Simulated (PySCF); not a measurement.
**LaF from Hartree–Fock to correlated methods**

State: singlet, about 0.1 electrons in the 4f shell (Mulliken). Set-up: La x2c-TZVPPall, F x2c-TZVPPall; spin-free X2C with a Gaussian nucleus (PySCF 2.14). De refers to La (5d1 6s2) + F in their high-spin ground configurations, without counterpoise correction. A positive dipole means La(−)F(+). Levels whose curve was spin-contaminated or gave no clean fit are not listed.

| Level | Re (Å) | ωe (cm⁻¹) | De (eV) | μ (D) | CPU s a point (SCF and correlation, without the integrals) |
| --- | --- | --- | --- | --- | --- |
| RHF | 2.058 | 565 | n/a | -1.60 | 2.7 |
| RHF-MP2 | 2.043 | 583 | n/a | n/a | 4.4 |
| RHF-SCS-MP2 | 2.051 | 576 | n/a | n/a | n/a |
| RHF-CCSD | 2.051 | 574 | 6.48 | n/a | n/a |
| RHF-CCSD(T) | 2.052 | 574 | 6.66 | n/a | 150 |

(1) What does second-order correlation do here, going from RHF to RHF-MP2?

(2) What does the triples do here, going from RHF-CCSD to RHF-CCSD(T)?

(3) What does all correlation do here, going from RHF to RHF-CCSD(T)?

Correlated steps freeze 19 core orbitals. Spin–orbit coupling is left out, which matters for elements this heavy, above all for dissociation energies. Where the molecule has an RHF reference, its open-shell atoms are computed with UHF.

The whole job (state search and all levels along the bond) took about 26 min on 2 threads of Arm Neoverse V1 (shared host), peak memory 7.7 GiB.

Answers

(1) RHF-MP2 less RHF: -1.5 pm in Re, +3.2 % in ωe. Correlation nearly always deepens the well. The bond shortens, as in weak, metallic or heavy-atom bonds, where dispersion and the correlation of outer-core electrons pull the atoms together.

(2) RHF-CCSD(T) less RHF-CCSD: +0.1 pm in Re, +0.0 % in ωe, +0.18 eV in De. Correlation nearly always deepens the well. The bond length hardly moves.

(3) RHF-CCSD(T) less RHF: -0.6 pm in Re, +1.6 % in ωe. Correlation nearly always deepens the well. The bond shortens, as in weak, metallic or heavy-atom bonds, where dispersion and the correlation of outer-core electrons pull the atoms together.
